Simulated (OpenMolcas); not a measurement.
## What dynamic correlation does to the levels of Hf II

```
Program             : OpenMolcas
Basis               : ANO-RCC-VQZP [9s8p6d4f3g2h]
Scalar Hamiltonian  : DKH2, point nucleus
Active space        : 3 electrons in 11 orbitals (5d 6s 6d)
State averaging     : 2S+1 = 2 even, 29 roots; 2S+1 = 4 even, 17 roots kept (CI in the orbitals of an earlier block)
Spin-orbit coupling : RASSI with atomic mean-field integrals over the reference wave functions, term energies averaged over their components
```

Methods on the same reference wave functions:
A. CASSCF
B. SS-CASPT2, IPEA 0.25 Eh, imaginary shift 0.1 Eh (closed shells correlated: 5s 5p)
C. MS-CASPT2, IPEA 0.25 Eh, imaginary shift 0.1 Eh (closed shells correlated: 5s 5p)

Energies in cm-1 above 5d 6s2 2D 3/2, the measured ground level; measured values from NIST Handbook of Basic Atomic Spectroscopic Data.

```
               Level      A      B      C  Measured
5d 6s2 2D 3/2 [62 %]    0.0    0.0    0.0       0.0
5d2 6s 4F 3/2 [61 %]   1981   2910   3230      3645
5d2 6s 4F 5/2 [56 %]   2077   4700   4860      4905
       5d2 6s 4F 7/2   4374   5770   6340      6344
5d 6s2 2D 5/2 [54 %]   4437   2720   3540          
       5d2 6s 4F 9/2   6674   8090   8660      8362
       5d2 6s 4P 1/2  11682  12000  12570          
       5d2 6s 4P 3/2  12328  12440  13090          
5d2 6s 2F 5/2 [51 %]  12896  11130  11560          
5d2 6s 4P 5/2 [55 %]  13440  13000  13500     13486
       5d2 6s 2P 1/2  14149  14660  15230          
5d2 6s 2F 7/2 [65 %]  15818  14220  14800          
          5d3 4F 3/2  16809  18590  19270          
       5d2 6s 2G 9/2  17506  17120  17690          
5d2 6s 2G 7/2 [59 %]  17939  17210  17790          
5d2 6s 2D 5/2 [62 %]  19172  16610  17540
```

Deviations, from unrounded energies. A percentage is the sum of absolute deviations over the sum of measured energies, with the sign that they share, or ± where signs differ.

```csv
Against measurement,Levels,A,B,C
mean absolute deviation (cm-1),5,1600,450,160
other configurations (%),5,-22.3,-6.2,±2.1
```

C lies closest to measurement on these levels and A furthest from it. The largest miss of C in the table is 5d2 6s 4F 3/2 [61 %], by -410 cm-1. The ranking rests on the paired levels alone, and a cruder setting can come out closer through cancelling errors.

Between B and C the level of the table that moves most is 5d2 6s 2D 5/2 [62 %], by 930 cm-1 (lowest in B, highest in C). Moves below CASPT2's spread within the term are not significant.

The mean deviations of B to C differ by less than CASPT2's widest spread within a term (750 cm-1), so their order carries little weight.

The lowest spin-free term lies below A's lowest term by 0.267 hartree in B, 0.269 hartree in C.

Term energies are means over components that CASPT2 splits; among the terms shown or strongly mixed into the levels shown the widest spread is 750 cm-1 (5d2 6s 2F, C). Terms from blocks run as CI alone lack orbitals of their own. Active for correlation alone: 6d; no level in the range computed is led by a configuration that fills it, so any true level of that kind is missing. Without dynamic correlation excited terms often stand tens of per cent too high (terms of higher spin than the ground term too low), and those without a measured partner can miss by more than the paired ones (holds for A). Some levels mix across a computed gap that differs much from the measured one, so their mixing is not that of the real levels (holds for A; C). The CASPT2 spread within a term exceeds the gap to the next term for 5d2 6s 2F and 5d2 6s 4P, so the order of their levels is uncertain, and so are names and mixing where such terms share a J (holds for B; C). Some terms miss by over 15 % even with CASPT2, which points to a basis or an active space too small for the shells correlated (holds for C). Computed and measured levels are paired by configuration, term and J; levels that our copy of the source lacks, or whose pairing is in doubt (as where it misses far off the trend of its configuration), stay unpaired and out of the deviations. Levels of configurations outside the active space are missing. The table leaves out levels that lie high or whose names do not pair safely across all columns.

A share in square brackets marks a mixed level and gives the weight of the term that names it, the lowest over the columns.
